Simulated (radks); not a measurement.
Question: Spin polarisation of the 2p5 shell in Mg3+. Start: [He] 2s2 2p(up 2.5, down 2.5); electrons of 2p are moved from spin down to spin up, other shells keep equal spins. Calculated with a radial shooting solver on a logarithmic mesh with Libxc functionals: scalar-relativistic Kohn-Sham, PBE, spin-polarised, spherical densities, point nucleus. Estimate the energy gained and the exchange splitting at a moment of 1 Bohr magnetons.

Answer: At moment 1 the spin-polarisation energy is -0.703 eV and the 2p exchange splitting 2.816 eV, that is 2.816 eV per Bohr magneton; E = -I m^2/4 would give I = 2.812 eV.
